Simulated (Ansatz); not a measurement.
Consider the ligand exchange at the Si–S bond: `CS[SiH2][SiH3]` + `OCF` → `FCO[SiH2][SiH3]` + CH₃SH.

Computed with Ansatz on PBE0-D4/def2-TZVP structures; ΔE is electronic, products minus reactants. CBS: MP2 limit from def2 TZ/QZ plus the TZ coupled-cluster correction, frozen cores. This one scheme is used for every species. DFT in def2-TZVPP. B3LYP here is the variant with VWN-RPA as its local correlation; programs differ in this. One conformer a species, not always the lowest.

```csv
level,ΔE (kJ/mol)
r2SCAN-D4,-14.4
B3LYP-D4,-19.4
B2PLYP,-20.7
PBE0,-7.9
B3LYP,-21.6
HF/def2-QZVPP,-34.0
SCS-MP2/def2-QZVPP,-19.7
HF/CBS(def2),-34.2
```

Question: What does CCSD(T)/CBS give? (Best estimate.)

Answer: The calculation gave: -16.1 kJ/mol. The listed levels differ from it by 1.7, -3.3, -4.6, 8.2, -5.5, -17.9, -3.6, -18.1 kJ/mol.

Largest T1 diagnostic among the species: 0.013.

In def2-TZVPP, CCSD(T) changes the Hartree–Fock value by +13.0 kJ/mol (the triples alone add +2.9 kJ/mol) and MP2 by +17.2 kJ/mol.
